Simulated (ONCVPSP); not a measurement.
**Zr (Z = 40), ONCV: configuration errors across variants**

| Item | Value |
| --- | --- |
| Element | zirconium |
| Generator | ONCVPSP 4.0.1 |
| Type | optimised norm-conserving Vanderbilt (ONCV) |
| Functional | PBE |
| Relativity | scalar-relativistic |
| Frozen core | [Ar] 3d10 |
| Valence charge | 12 |
| Reference configuration | 4s2 4p6 4d2 5s1.75 5p0.25 |
| Partial waves | 4s+5s: rc 2.00 bohr, ncon 4, nbas 7, qcut 4.6 1/bohr, 2 projectors; 4p+5p: rc 2.40 bohr, ncon 4, nbas 8, qcut 5.3 1/bohr, 2 projectors; 4d: rc 1.90 bohr, ncon 3, nbas 6, qcut 5.9 1/bohr, 2 projectors, debl 1.3 Ha |
| Local potential | polynomial inside 1.30 bohr (lpopt 5, dvloc0 6 Ha) |
| Core correction | polynomial model core, fcfact 0.35 |

All-electron excitation energies from the reference (eV): (1) 4s2 4p6 4d2 5s2 5p0 -0.747; (2) 4s2 4p6 4d2 5s1 5p0 6.391; (3) 4s2 4p6 4d2 5s0 5p0 19.331.

A true bound ghost makes a file unfit for plane-wave use even where its test errors are small: the radial tests pick states by their node count and pass the ghost by.

Errors AE − PS in meV (a dash: test not solved or not reliable):

| change | (1) | (2) | (3) | bound ghosts | GHOST(+) flags above zero |
| --- | --- | --- | --- | --- | --- |
| base | 0.0 | -1.7 | -9.2 | none | none |
| s: qcut 3.5; p: qcut 4; d: qcut 4.5 | 0.0 | -2.1 | -13 | none | p |
| s: qcut 4.3; p: qcut 5; d: qcut 5.6 | 0.0 | -1.8 | -10 | none | none |
| s: qcut 5; p: qcut 5.8; d: qcut 6.4 | 0.0 | -1.6 | -8.2 | none | none |
| s: qcut 5.6; p: qcut 6.4; d: qcut 7.2 | 0.0 | -1.5 | -7.2 | none | none |
| s: qcut 6.1; p: qcut 7; d: qcut 7.8 | +0.1 | -1.4 | -6.4 | none | none |
| s: qcut 6.7; p: qcut 7.8; d: qcut 8.6 | +0.1 | -1.4 | -6.0 | none | none |

Give the same row for: s: qcut 2.9; p: qcut 3.4; d: qcut 3.7.

0.0, -2.4, -16; bound ghosts: p; GHOST(+) flags above zero: none.
